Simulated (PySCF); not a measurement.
SMILES B(=[OH+])B=O (charge +1) (B3LYP/def2-SVP optimised geometry):

```
5

O      2.523     0.003     0.000
B      1.329     0.003     0.000
B     -0.326     0.001    -0.005
O     -1.548    -0.002    -0.010
H     -2.523    -0.003    -0.013
```

Calculation: B3LYP/def2-TZVP in PySCF 2.14.0.

### Question
What are the frontier orbital energies?

### Answer
HOMO-2 -17.19 eV, HOMO-1 -15.86 eV, HOMO -15.86 eV, LUMO -9.26 eV, LUMO+1 -9.26 eV.

Meta-Löwdin charges at B3LYP/def2-TZVP: O1 -0.18, B2 0.33, B3 0.61, O4 -0.24, H5 0.48.
